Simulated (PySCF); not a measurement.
Gold: highly charged ions in a basis for the neutral atom

Au¹⁷⁺ [Kr] 4d10 4f14 5s2. All numbers are calculated (PySCF 2.14, scalar relativity through the core potential, in cc-pVDZ-PP with ECP60MDF (4s4p3d1f, 38 functions)). No spin-orbit coupling, so a gap to NIST mixes the basis error with missing relativistic terms.

Changed run: basis of the neutral atom used for a highly charged ion. This setting is unsound on purpose.

```json
{"species": "Au¹⁷⁺", "method": "UHF", "sound run (hartree)": "not run", "changed run (hartree)": "-33.78516", "converged": "yes"}
{"species": "Au¹⁷⁺", "method": "LDA", "sound run (hartree)": "not run", "changed run (hartree)": "-33.82705", "converged": "yes"}
{"species": "Au¹⁷⁺", "method": "M06-L", "sound run (hartree)": "not run", "changed run (hartree)": "-33.91078", "converged": "yes"}
```

The contracted functions were made for the neutral atom and can be too rigid for a highly charged ion.
